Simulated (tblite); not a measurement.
Compound: C5H12OP2S.
Z-matrix (Å and degrees, GFN2-xTB geometry), rows numbered from 1:
```
O 
P   1  1.4659
C   2  1.8390  1  114.05
P   3  1.8639  2  106.68  1    64.52
C   2  1.8371  1  113.41  3   121.58
C   5  1.5175  2  107.53  1    61.58
S   6  1.8190  5  111.50  2    69.21
C   7  1.8184  6   99.19  5   -66.91
C   8  1.5180  7  111.34  6    67.31
H   3  1.0925  2  108.27  1   -55.84
H   3  1.0913  2  110.67  1  -176.36
H   4  1.3909  3   94.80  2   -67.21
H   4  1.3934  3   95.31  2  -160.27
H   5  1.0950  2  107.20  1   -56.92
H   5  1.0904  2  111.46  1  -176.39
H   6  1.0924  5  110.59  2   -50.88
H   6  1.0902  5  111.77  2  -173.05
H   8  1.0922  7  108.03  6   -54.09
H   8  1.0902  7  105.56  6  -171.04
H   9  1.0948  2  107.28  1    56.51
H   9  1.0903  2  111.89  1   176.44
```

All values are computed: GFN2-xTB (tblite) harmonic vibrations without scaling, gas phase. The method is semi-empirical: single wavenumbers can be off by several per cent or more. Modes of hydrogen on phosphorus can be 10 to 20 % off. One conformer, not necessarily the lowest.

Harmonic wavenumbers (cm⁻¹): 45.8, 84.4, 107.5, 159.4, 169.3, 193.4, 212.4, 237.4, 298.3, 329.5, 353.9, 361.3, 458.9, 628.5, 667.4, 679.6, 681.0, 703.7, 720.3, 745.8, 805.6, 829.4, 851.8, 856.2, 893.2, 925.4, 1018.2, 1031.6, 1040.1, 1049.9, 1078.1, 1105.4, 1120.2, 1129.9, 1146.2, 1243.7, 1246.3, 1250.6, 1262.8, 1277.4, 1378.2, 1403.2, 1410.2, 1431.0, 1439.1, 2291.9, 2355.0, 2926.2, 2929.9, 2938.1, 2959.1, 2960.0, 2960.7, 2981.2, 2985.1, 2993.5, 2994.7.

A = 2160, B = 596.9, C = 546.3 MHz; mass 182.008 u (most abundant isotopes); point group C1, symmetry number 1.

What is the zero-point energy?

½Σν̃ = 35168 cm⁻¹ = 100.55 kcal/mol.

What is S at 298.15 K and 1 bar for an ideal gas of classical rigid rotors and harmonic oscillators?

Translation 41.53, rotation 30.50, vibration 32.97: S = 105.0 cal/(mol K).

And Cp and H(298.15 K) − H(0)?

Cp = 44.19 cal/(mol K), of which vibrations give 36.24 (their classical limit is 57 R = 113.3); H(298.15 K) − H(0) = 7.71 kcal/mol without the zero-point energy, 5.34 from vibrations.

What must be added to the electronic energy to get the Gibbs energy at 298.15 K and 1 bar?

ZPE + [H(298.15 K) − H(0)] − T·S = 100.55 + 7.71 − 31.31 = 76.95 kcal/mol.

Which modes carry the vibrational entropy at 298.15 K?

45.8 cm⁻¹: 4.99; 84.4 cm⁻¹: 3.79; 107.5 cm⁻¹: 3.31; 159.4 cm⁻¹: 2.56; 169.3 cm⁻¹: 2.44; 193.4 cm⁻¹: 2.19 cal/(mol K); the other 51 give 13.68 together.

Blend soft modes into free rotors: weight 1/[1 + (100 cm⁻¹/ν̃)⁴] for the oscillator and the rest for a rotor with moment μB/(μ + B), μ = h/(8π²ν), B = 10⁻⁴⁴ kg m². What vibrational entropy results?

30.92 cal/(mol K) in place of 32.97, which changes −T·S at 298.15 K by +0.61 kcal/mol.

Hindered rotation and anharmonicity are outside this model. Other conformers, if any are populated, would add a mixing term that is left out. The structure is chiral; the term R ln 2 for an equal mix with its mirror image is left out.
